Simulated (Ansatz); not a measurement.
MI2 with several metals: binding per atom (eV) at several levels, gas phase, relaxed structures; Ansatz. Core potentials for I in the def2 sets, no spin–orbit coupling. Binding counts from free atoms in the multiplicity of their measured ground term, without zero-point energy. Singlets are spin-restricted. The structures are stationary points that may keep the symmetry of their start. Correlated methods freeze inner cores and use unrestricted references for open shells. Remarks come from the PBE and PBE0 runs and from stability tests at other levels; not every state was tested. HOMO above LUMO (over both spins in singlets and doublets, within one spin in higher multiplets; at PBE or PBE0), or a gap under 0.15 eV within one spin, warns that the state may not be the lowest or that an electron is smeared out.

```csv
species,state,geometry,PBE-D4/def2-TZVP,revPBE-D4/def2-TZVP,r2SCAN-D4/def2-TZVP,PBE0-D4/def2-TZVP,PBE-QIDH/def2-TZVP,RPA@PBE/def2-TZVP
MnI2,sextet,B3LYP-D4/def2-TZVP,2.23,2.15,2.22,2.13,2.10,1.58
FeI2,quintet,PBE0-D4/def2-TZVP,2.21,2.10,2.20,2.16,2.11,1.73
```

(1) Estimate the rows for CrI2 (quintet, PBE0-D4/def2-TZVP geometry).

(1) 
```tsv
species	state	geometry	PBE-D4/def2-TZVP	revPBE-D4/def2-TZVP	r2SCAN-D4/def2-TZVP	PBE0-D4/def2-TZVP	PBE-QIDH/def2-TZVP	RPA@PBE/def2-TZVP	remarks
CrI2	quintet	PBE0-D4/def2-TZVP	1.91	1.83	1.84	1.80	1.76	1.59	HOMO above LUMO, gap within one spin near zero, spin-contaminated (⟨S²⟩ up to 6.20)
```
